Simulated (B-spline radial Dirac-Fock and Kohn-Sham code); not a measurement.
**L-shell conversion coefficients of Sc against transition energy**

The computed values come from a radial B-spline solver: a Dirac-Hartree-Slater potential of the neutral atom with a Latter tail (no hole, which puts coefficients of high multipoles low close above an edge), finite nucleus with surface currents. Subshells within 1 keV of threshold and pair formation are left out.

```
energy (keV)        E1        E5        M1        M2        M3        M4
        16.1     0.558  6.30e+07     0.220      18.4      1590    137000
          17     0.474  4.10e+07     0.187      14.7      1180     95800
          20     0.291  1.13e+07     0.116      7.45       494     33300
        37.9    0.0417     74500    0.0186     0.568      18.0       595
        40.1    0.0351     48000    0.0159     0.455      13.5       422
          50    0.0177      8780   0.00858     0.194      4.55       112
        56.5    0.0121      3460   0.00613     0.122      2.51      54.1
          65   0.00785      1200   0.00418    0.0721      1.28      23.8
        65.4   0.00770      1150   0.00411    0.0705      1.24      23.0
          72   0.00571       560   0.00317    0.0493     0.789      13.2
        92.2   0.00263      91.1   0.00164    0.0200     0.250      3.25
         100   0.00204      50.7   0.00132    0.0150     0.173      2.07
         116   0.00129      17.6  0.000897   0.00887    0.0888     0.919
         122   0.00110      12.3  0.000787   0.00743    0.0710     0.700
         153  0.000544      2.58  0.000442   0.00341    0.0265     0.211
         200  0.000239     0.430  0.000226   0.00140   0.00857    0.0536
         222  0.000174     0.218  0.000175  0.000996   0.00559    0.0319
         246  0.000128     0.114  0.000137  0.000718   0.00370    0.0194
         306  6.74e-05    0.0295  8.16e-05  0.000363   0.00158   0.00691
         470  2.07e-05   0.00253  3.07e-05  0.000102  0.000327   0.00104
         500  1.77e-05   0.00182  2.68e-05  8.60e-05  0.000264  0.000808
         525  1.56e-05   0.00141  2.41e-05  7.50e-05  0.000224  0.000662
         539  1.46e-05   0.00123  2.28e-05  6.98e-05  0.000204  0.000595
         837  5.32e-06  0.000156  9.08e-06  2.19e-05  4.99e-05  0.000112
         896  4.63e-06  0.000117  7.93e-06  1.84e-05  4.07e-05  8.83e-05
        1000  3.72e-06  7.56e-05  6.39e-06  1.41e-05  2.95e-05  6.07e-05
        1290  2.33e-06  2.97e-05  3.94e-06  7.79e-06  1.46e-05  2.68e-05
        2000  1.16e-06  7.68e-06  1.82e-06  3.05e-06  4.88e-06  7.65e-06
```

Question: How fast do they fall between 1000 and 2000 keV?

Answer: As powers of the energy: E1 E^-1.68, E5 E^-3.30, M1 E^-1.81, M2 E^-2.21, M3 E^-2.60, M4 E^-2.99. Within one type (E or M) the higher multipoles fall faster.
